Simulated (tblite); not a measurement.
Run record: tight-binding relaxation, `CC1=COC(=S)[C]1C#N` [radical].

Computed with GFN2-xTB geometry optimisation, gas phase (tblite 0.8.0). Start geometry: from a force field or distance geometry. The input is one job of a driver script: a line of settings, then coordinates in Å.

Command:
```bash
OMP_NUM_THREADS=1 python probes_run.py task.json out
```

Input:
```
{"job": {"kind": "relax", "xc": "GFN2-xTB", "basis": "xTB"}, "charge": 0, "multiplicity": 2}
C     -1.759600    -0.175000    -0.430800
C     -0.375500    -0.359100     0.012100
C      0.218600    -1.439200     0.556000
O      1.560700    -1.301700     0.873400
C      1.879200    -0.016100     0.529400
S      3.419100     0.526000     0.758100
C      0.671900     0.611200    -0.030600
C      0.571200     1.930200    -0.507600
N      0.447800     3.001700    -0.917800
H     -2.365800    -1.081400    -0.275200
H     -1.803900     0.073200    -1.497700
H     -2.252900     0.633900     0.130700
H     -0.215100    -2.403200     0.782200
```

Output:
```
step      E/eV     max force
  0    -681.36002    2.278
  1    -681.51059    1.116
  2    -681.51245    2.134
  3    -681.53614    0.575
  4    -681.54282    0.258
  5    -681.54677    0.184
  6    -681.55091    0.139
  7    -681.55239    0.122
  8    -681.55392    0.066
  9    -681.55434    0.059
 10    -681.55460    0.052
 11    -681.55479    0.040
 12    -681.55502    0.043
 13    -681.55524    0.038
 14    -681.55541    0.044
 15    -681.55552    0.036
 16    -681.55562    0.039
 17    -681.55573    0.033
 18    -681.55581    0.025
 19    -681.55585    0.021
 20    -681.55587    0.016
 21    -681.55589    0.013
 22    -681.55591    0.012
 23    -681.55593    0.009
```

«max force» is the largest atomic force in eV/Å.

Task: From which step on does the largest force stay under 0.1 eV/Å, and how much energy is left to gain from there?

Result: From step 8 (0.066 eV/Å), 2.0 meV above the end.

Summary of the converged run: energy lowered by 4.5 kcal/mol over 23 steps; largest atomic force 0.009 eV/Å at the end.

The run took 0.19 s of wall time on Intel Xeon Platinum 8488C, one thread (shared host).
Labels such as C1 count atoms from 1, the log's own numbers from 0.
